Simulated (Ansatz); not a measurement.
`[Cl][Ge]([Cl])([Cl])[SeH]` + H₂S → `[SH][Ge]([Cl])([Cl])[Cl]` + H₂Se at 500 K and 1 bar (ligand exchange at a Ge–Se bond).

Computed with Ansatz on PBE0-D4/def2-TZVP structures; ΔE is electronic, products minus reactants. CBS: MP2 limit from def2 TZ/QZ plus the TZ coupled-cluster correction, frozen cores. This one scheme is used for every species. For Ge, Se outer-core shells are correlated without core-valence functions, which leaves a few kJ/mol of doubt a bond. Scalar relativity is left out up to krypton. Each species was taken in one conformer, which may not be the lowest.

```json
{"species": "`[Cl][Ge]([Cl])([Cl])[SeH]`", "CCSD(T)/CBS energy (Eh)": "-5856.90733", "H − E (kJ/mol)": "80.4", "S (J/(mol·K))": "458.0"}
{"species": "H₂S", "CCSD(T)/CBS energy (Eh)": "-398.97279", "H − E (kJ/mol)": "57.0", "S (J/(mol·K))": "224.0"}
{"species": "`[SH][Ge]([Cl])([Cl])[Cl]`", "CCSD(T)/CBS energy (Eh)": "-3853.97733", "H − E (kJ/mol)": "82.6", "S (J/(mol·K))": "443.2"}
{"species": "H₂Se", "CCSD(T)/CBS energy (Eh)": "-2401.89790", "H − E (kJ/mol)": "53.1", "S (J/(mol·K))": "237.8"}
```

H − E and S are ideal-gas, rigid-rotor, harmonic terms from PBE0-D4/def2-TZVP, for one conformer and one mirror image of each species. 1 Eh = 2625.50 kJ/mol, R = 8.31446 J/(mol·K).

By hand: ΔE, ΔH, ΔS and ΔG.

ΔE = (-3853.97733) + (-2401.89790) − (-5856.90733) − (-398.97279) = 0.00489 Eh = 12.8 kJ/mol. Δ(H − E) = 82.6 + 53.1 − 80.4 − 57.0 = -1.7, so ΔH = 11.1 kJ/mol. ΔS = 443.2 + 237.8 − 458.0 − 224.0 = -1.0 J/(mol·K). ΔG = 11.1 − 500 × (-1.0)/1000 = 11.6 kJ/mol.

By hand: the equilibrium constant, and the temperature at which ΔG would vanish if ΔH and ΔS stayed fixed.

log₁₀ K = −ΔG/(RT ln 10) = -1.2. ΔH and −TΔS have one sign here, so there is no such temperature.

The number of gas molecules stays the same, so ΔS is small and ΔH decides. A doubt of 5 kJ/mol in ΔE shifts log₁₀ K by 0.5 here. Other conformers and mirror images would add mixing entropy, several J/(mol·K) or more a flexible species. These are equilibria of isolated gas molecules and say nothing of rates. Largest T1 diagnostic: 0.010 (customary marks: 0.02 for closed shells, 0.045 for open ones).

ΔS is within the doubt of such terms, so its sign, and with it that verdict, could turn.
